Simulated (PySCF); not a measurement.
Species: C₅H₇F₃.
InChI=1S/C5H7F3/c1-2-5(8,3-6)4-7/h2H,1,3-4H2

Level: B3LYP/def2-SVPD in PySCF, non-relativistic, on one gas-phase PBE0-D3(BJ)/def2-SVP geometry that isn't relaxed in the solvent. The solvent is an IEF-PCM continuum (van der Waals radii × 1.2), and excitations are vertical TDDFT with non-equilibrium linear response and a frozen core. The model holds no explicit solvent molecules, cavitation or dispersion.

Gas-phase singlets (H = HOMO, L = LUMO):

```csv
state,E (eV),λ (nm),f,leading configurations
S1,7.121,174,0.318,H→L 84%
S2,7.369,168,0.049,H→L+1 88%
S3,7.516,165,0.005,"H-1→L 84%, H-2→L 10%"
S4,7.816,159,0.010,H→L+2 85%
S5,8.069,154,0.044,"H-2→L 52%, H→L+3 31%"
```

Q: What are the lowest 5 singlets in methanol (ε = 32.61)?

A: 
```csv
state,E (eV),λ (nm),f,leading configurations,change by rank (eV)
S1,7.024,177,0.389,H→L 88%,-0.097
S2,7.362,168,0.056,"H→L+1 80%, H→L+2 12%",-0.007
S3,7.564,164,0.003,H-1→L 86%,+0.048
S4,7.704,161,0.040,"H→L+2 81%, H→L+1 8%",-0.112
S5,8.036,154,0.010,"H→L+3 74%, H-2→L 17%",-0.033
```

Q: How does the list change in dimethylsulfoxide (ε = 46.83)?

A: 
```json
{"state": "S1", "E (eV)": "6.990", "λ (nm)": "177", "f": "0.416", "leading configurations": "H→L 89%", "change by rank (eV)": "-0.131"}
{"state": "S2", "E (eV)": "7.355", "λ (nm)": "169", "f": "0.059", "leading configurations": "H→L+1 81%, H→L+2 12%", "change by rank (eV)": "-0.014"}
{"state": "S3", "E (eV)": "7.562", "λ (nm)": "164", "f": "0.003", "leading configurations": "H-1→L 86%", "change by rank (eV)": "+0.046"}
{"state": "S4", "E (eV)": "7.699", "λ (nm)": "161", "f": "0.041", "leading configurations": "H→L+2 82%", "change by rank (eV)": "-0.117"}
{"state": "S5", "E (eV)": "8.032", "λ (nm)": "154", "f": "0.011", "leading configurations": "H→L+3 75%, H-2→L 16%", "change by rank (eV)": "-0.037"}
```

Q: The ground-state energy changes by -0.210 eV from gas to dimethylsulfoxide. By how much does the total energy of gas-phase S1 change?

A: E(S1) = E(S0) + excitation energy, so it changes by -0.210 − 0.131 = -0.341 eV: it is lowered more than the ground state, which is what a red shift means. This is the vertical state, with the slow part of the continuum still set for S0.

Q: How do the frontier levels move from gas to dimethylsulfoxide?

A: 
```
orbital  gas (eV)  solvent (eV)  change (eV)
 LUMO+2      0.78          0.85        +0.07
 LUMO+1      0.42          0.61        +0.19
   LUMO     -0.72         -0.47        +0.25
   HOMO     -7.92         -7.69        +0.23
 HOMO-1     -9.41         -9.25        +0.16
 HOMO-2     -9.61         -9.48        +0.13
 HOMO-3    -10.01         -9.91        +0.10
```

The HOMO–LUMO gap goes from 7.20 to 7.22 eV.

Conformer computed: `[CH2:1]=[CH:2][C:3]([F:4])([CH2:5][F:6])[CH2:7][F:8]`: C1–C2–C3–F4 -8°, C2–C3–C5–F6 -60°, C2–C3–C7–F8 173°.
